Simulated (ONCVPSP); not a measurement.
**How hard is this N ONCV potential?**

ONCVPSP 4.0.1 input, shortened (lines: element, Z, core and valence counts, functional; n l f; lmax; l rc ep ncon nbas qcut; lloc lpopt rc5 dvloc0; l nproj debl; icmod fcfact rcfact), PBEsol, scalar-relativistic:

```
  N 7.00    1    2  -116133      upf
    1    0    2.00
    2    0    2.00
    2    1    2.50
    1
    0    0.95    0.00    4    8    8.70
    1    2.50    0.00    4    8    4.80
    4    3    0.65    0.00
    0    1    2.10
    1    3    2.80
    2    0.25    0.95
```

Question: For each optimised wave give the share of its norm inside rc, the residual kinetic energy above qcut (Ha) and the cutoffs (Ha) for errors of 10, 1, 0.1 and 0.01 mHa per electron.

Answer:

```tsv
wave	norm inside rc	residual KE	10 mHa	1 mHa	0.1 mHa	0.01 mHa
2s	0.302	1.1e-04	20.4	29.8	38.7	156.8
2p	0.923	6.3e-05	7.6	9.5	11.6	29.6
p projector 2	0.195	4.0e-03	10.5	20.9	42.3	51.4
p projector 3	0.144	5.4e-02	16.4	48.3	56.5	68.1
```

The occupied waves need 30 Ha and 39 Ha for 1 and 0.1 mHa. Its largest configuration-test error is +1007 meV.
